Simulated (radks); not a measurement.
These are the eigenvalues of the occupied orbitals of an atom or ion with whole-number occupations (eV). Calculated with a radial shooting solver on a logarithmic mesh with Libxc functionals: scalar-relativistic Kohn-Sham, PBEsol, spin-polarised, spherical densities, finite nucleus; Fermi nuclear charge, rms radius of each element as measured or else 0.836 A^(1/3) + 0.57 fm.

| orbital | eigenvalue |
|---|---|
| 1s up | -6641.767 |
| 1s down | -6640.504 |
| 2s up | -960.1557 |
| 2s down | -959.0842 |
| 2p up | -847.7013 |
| 2p down | -846.2149 |
| 3s up | -272.9587 |
| 3s down | -268.0818 |
| 3p up | -239.8356 |
| 3p down | -235.0376 |

Which element is it, and in what charge state? The configuration may be excited. Open shells, if any, are filled with parallel spins first.

Answer. Z = 25, manganese, charge +9: Mn9+ in [Ne] 3s2 3p4. The list shows which subshells hold electrons but not how many an open one holds; the 1s level, -244.08 hartree, gives Z - s = 22.1 by -(Z - s)^2/2, which with screening and relativity narrows Z to a few neighbours, and the depths of the outer levels then fix element, charge and occupations together.
